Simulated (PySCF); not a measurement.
## A survey of ¹⁹F NMR shifts

Averaged over atoms made equivalent by symmetry, fast rotation or ring inversion, a single conformation, non-relativistic, no solvent model. GIAO PBE0/pcSseg-1 shieldings; GFN2-xTB geometry; PySCF 2.14.

Shieldings were converted by a linear fit to measured shifts: ¹⁹F (scatter 6.0 ppm rms, 7.0 ppm with the 5 outliers that the fit left out vs CFCl3, solution or neat liquid, with a term for F on sp3 carbon). A few per cent of atoms miss by over 2 rms, more outside the fitted compound classes.

**Question.** Give the ¹⁹F shifts of `C#C[C@@H]1C[SiH2][C@@H](F)C1`, `FCC#CC1C[SiH2]C1`.

**Answer.** 
```tsv
compound	environment	δ (ppm)
C#C[C@@H]1C[SiH2][C@@H](F)C1	fluorine on an sp3 carbon	-208.0
FCC#CC1C[SiH2]C1	fluorine on an sp3 carbon	-215.7
```

**Question.** Order these by ¹⁹F shift, lowest first.
A. C=C[C@@H]1[SiH2]C=C[SiH2][C@@H]1F
B. C#C[Si@@H]1[SiH2][C@H](CC)[C@H]1F
C. CC#C[Si@H]1C[C@@H](F)C1
D. CC#C[C@@]1([SiH3])C[C@H]1F

**Answer.** A (-218.1 ppm, fluorine on an sp3 carbon), D (-205.7 ppm, fluorine on an sp3 carbon), B (-177.5 ppm, fluorine on an sp3 carbon), C (-135.9 ppm, fluorine on an sp3 carbon).
